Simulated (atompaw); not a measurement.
fluorine PAW (atompaw): all-electron and pseudo phase curves

```
Element                 : fluorine (F)
Generator               : atompaw 4.2.0.5
Type                    : PAW
Functional              : PBE
Relativity              : scalar-relativistic
Frozen core             : [He]
Valence charge          : 7
Reference configuration : 2s2 2p4 (charge +1)
Partial waves           : 2s (bound); 2s channel at -3.1 Ry; 2p (bound); 2p channel at 1.45 Ry; 3d channel at 0.45 Ry; 3d channel at 2.5 Ry
Local potential         : troulliermartins scheme with l = 3 at 0 Ry, radius 1.50 bohr
Core correction         : smooth core density matched at 1.15 bohr
Augmentation charge     : sinc compensation charge, radius 1.40 bohr; PAW radius 1.90 bohr; waves and projectors: bloechl
```

The phase is arctan(r·u′/u) with u = r·R(r), unwrapped; energies in Ry, scanned from -5 to 5 Ry. A pole is an energy at which the radial function vanishes at the test radius. The pseudo phase is shifted by a multiple of π to meet the all-electron one at the reference energy, and phase errors are pseudo minus all-electron; the curves can meet again beyond the range given. Levels narrower than the energy grid can be missing from the lists of poles.

Task: For each channel, where are the poles, and over which energies does the pseudopotential scatter like the atom?

Result:

| channel | radius (bohr) | reference energy (Ry) | poles, all-electron | poles, pseudo | unbroken range about the reference energy with phases within 0.05 rad | phase error 1 Ry above the reference energy (rad) |
| --- | --- | --- | --- | --- | --- | --- |
| s | 1.91 | -3.48 | -3.15 | -3.15 | the whole range | -0.000 |
| p | 1.91 | -2.08 | -1.69 | -1.69 | the whole range | +0.001 |
| d | 1.91 | 0.45 | 4.85 | 4.59 | below 4.8 | -0.001 |

Phases in the s channel:

```
E (Ry)  all-electron  pseudo
 -5.00         1.229   1.229
 -4.52         1.148   1.148
 -4.04         0.886   0.886
 -3.56        -1.016  -1.016
 -3.08        -1.603  -1.603
 -2.60        -1.727  -1.727
 -2.12        -1.794  -1.794
 -1.64        -1.849  -1.849
 -1.16        -1.904  -1.904
 -0.68        -1.970  -1.971
 -0.20        -2.058  -2.059
  0.28        -2.187  -2.191
  0.76        -2.397  -2.408
  1.24        -2.764  -2.792
  1.72        -3.318  -3.365
  2.20        -3.830  -3.874
  2.68        -4.143  -4.177
  3.16        -4.324  -4.350
  3.64        -4.435  -4.458
  4.12        -4.511  -4.531
  4.60        -4.565  -4.585
```
